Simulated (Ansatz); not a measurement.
Z-matrix (Å, degrees):
```
C
C 1 1.5383
H 2 1.1000 1 111.28
H 2 1.1010 3 107.00 1 120.27
C 1 1.5402 2 108.04 3 -51.40
H 5 1.1001 1 111.38 2 50.82
H 5 1.1018 6 107.24 1 -120.55
C 1 1.5455 2 102.40 3 -157.29
H 8 1.1174 1 110.33 2 -59.40
C 8 1.5404 9 110.79 1 -102.50
H 10 1.0990 8 115.83 9 -66.22
C 10 1.5359 11 114.22 8 -118.94
H 12 1.1008 10 110.60 11 42.14
H 12 1.1008 13 107.08 10 122.23
C 10 1.5370 11 113.77 12 -125.01
H 15 1.1005 10 112.05 11 77.20
H 15 1.1015 16 107.04 10 121.42
B 8 1.5556 9 100.23 1 129.48
H 18 1.2086 8 121.47 9 -93.68
H 18 1.2120 19 119.04 8 -175.31
S 1 1.8083 2 114.93 3 72.01
H 21 1.3513 1 96.54 2 54.82
```
Charge 0, multiplicity 1.

The numbers are results of frozen-core CCSD(T)/cc-pVDZ // PBE0-D3(BJ)/def2-SVP (Ansatz, an electronic-structure program), not measurements.

```
Quantity                       Result
----------------------  -------------
HF energy               -694.85167 Ha
MP2 correlation energy    -1.20092 Ha
```

### Question
Estimate the CCSD correlation energy, the (T) correction, the total energy and the T1 diagnostic.

### Answer

The CCSD correlation energy is -1.29543 Ha and the (T) correction is -0.04564 Ha. The CCSD(T) total energy comes out as -696.19274 Ha. The T1 diagnostic is 0.009.
